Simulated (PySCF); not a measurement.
GaI⁺ from Hartree–Fock to correlated methods

State: ²Σ⁺ (doublet), unpaired electrons σ ↑. Set-up: PySCF, scalar-relativistic core potentials, basis sets Ga def2-SVP, I def2-SVP with ECP28. De refers to Ga⁺ + I in their high-spin ground configurations, without counterpoise correction. The functionals are run spin-unrestricted. A positive dipole points towards I; it is taken about the centre of mass and depends on that origin. Levels whose curve was spin-contaminated or gave no clean fit are not listed.

| Level | Re (Å) | ωe (cm⁻¹) | De (eV) | μ (D) | CPU s a point (SCF and correlation, without the integrals) |
| --- | --- | --- | --- | --- | --- |
| UHF | 2.495 | 188 | 0.013 | -5.82 | 0.32 |
| UHF-MP2 | 2.432 | 259 | 0.56 | n/a | 0.54 |
| UHF-SCS-MP2 | 2.455 | 237 | 0.352 | n/a | n/a |
| LDA | 2.447 | 236 | 1.23 | -4.27 | 0.5 |
| PBE | 2.501 | 212 | 0.83 | -4.53 | 0.92 |
| BLYP | 2.564 | 181 | 0.59 | -4.62 | 0.66 |
| r²SCAN | 2.454 | 234 | 0.90 | -4.67 | 1.2 |
| PBE0 | 2.473 | 221 | 0.71 | -4.85 | 1.8 |
| B97-3 | 2.517 | 198 | 0.467 | -5.07 | 0.93 |
| CAM-B3LYP | 2.505 | 192 | 0.458 | -4.91 | 1.9 |

The bond length runs from 2.432 Å (UHF-MP2) to 2.564 Å (BLYP). De spans 0.01 eV (UHF, mean field) to 1.23 eV (LDA, local density).

Correlated steps freeze 13 core orbitals. Correlated levels converge slowly with the basis: in double zeta they bind strong bonds too weakly, by up to about 1 eV, and carry superposition errors of some tenths. Spin–orbit coupling is left out, which matters for elements this heavy, above all for dissociation energies. For an ion De counts to the pair picked by the measured ionisation energies or electron affinities, which need not be the lowest pair at this level. The state is the lowest determinant that a PBE0 search found; another state may lie lower at other levels.

The whole job (state search and all levels along the bond) took about 3.2 min on 1 thread of Oxide Virtual Turin-like (shared host), peak memory 0.87 GiB.
